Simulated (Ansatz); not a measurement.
A made-up structure of CH₂SeSi, closed shell:

```
atom    x (Å)    y (Å)    z (Å)
  C1  -1.0745  -1.1555   0.3132
 Si2   0.1836  -0.3522  -0.3837
 Se3   0.7608   1.7092   0.3139
  H4   0.1777   2.5388   1.4327
  H5   1.8588   1.8052  -0.6587
```

It is relaxed with PBE-D4/def2-SVP and then PBE0-D4/def2-TZVP (Ansatz 0.2.0). Atoms count as bonded within 1.22 times the sum of their covalent radii (H–H: 0.88 Å). The end point is not checked to be a true minimum.

Problem. Does its bonding change? (A judgement: the text doesn't fix the answer.)

Solution. The calculation gives: Yes. Formed: C1–Se3; broken: Si2–Se3.

Where it ends: The first stage lowers the energy by 4.45 eV in 26 steps. It ends as CH₂SeSi ([Si][C][SeH2]):
```
5
angstrom
C 0.1842 -0.0266 0.0454
Si 0.0156 -1.6565 -0.1063
Se 0.0479 1.7416 -0.0154
H 0.2262 2.2263 1.4004
H 1.4325 2.2605 -0.3068
```

Labels in which every atom is bracketed show which atoms are joined, not bond orders.

For scale, one of the runs: PBE0-D4/def2-TZVP relaxation, 128 basis functions, launched by `ansatz run in.yaml --threads 2 --pin off --events-out ev --progress --plain --max-ram 4352MiB`. Hardware: 2 CPU threads of an Arm Neoverse V1, shared host. Wall time about 24 s.
